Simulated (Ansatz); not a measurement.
```xyz
16

H    -1.0332   -1.2975   -0.8316
H    -1.1748   -1.2189   -1.5172
H    -1.0035   -0.9965    1.6575
H    -1.2964   -1.2697    0.9475
H    -1.0027    1.2120   -0.6639
H    -1.1346    1.0709   -1.6841
H    -0.9796    1.2637    1.4950
H    -1.2850    1.1472    0.6046
H     1.0279   -1.2047   -0.7844
H     1.0332   -1.2351   -1.4911
H     1.2863   -1.1769    1.3944
H     1.2717   -1.0266    0.6444
H     1.3020    1.1143   -0.7628
H     1.0946    1.3104   -1.4606
H     1.0895    1.1916    1.5668
H     1.1771    1.1875    0.6768
```

Basis set: cc-pVDZ (spherical functions). All electrons are correlated. Charge 0, multiplicity 1.

Computed with Ansatz (development build ahead of 0.2.0); each method stands on the lowest determinant of its kind that the runs found. Restricted open shells among the atoms or ions are ROHF, correlated in semicanonical orbitals with singles.

Question: Give the atomization energy at this shape (free ground-state atoms in the same class of orbitals less the molecule, no zero-point energy) of singlet H16 by RHF-MP2, RHF.

Answer:

```csv
method,atomization energy
RHF-MP2,30.48 eV
RHF,24.03 eV
```

Caution: stretched shape with no unrestricted run beside it, a lower state can exist. Caution for RHF-MP2: bonds are stretched, where a single reference can fail.
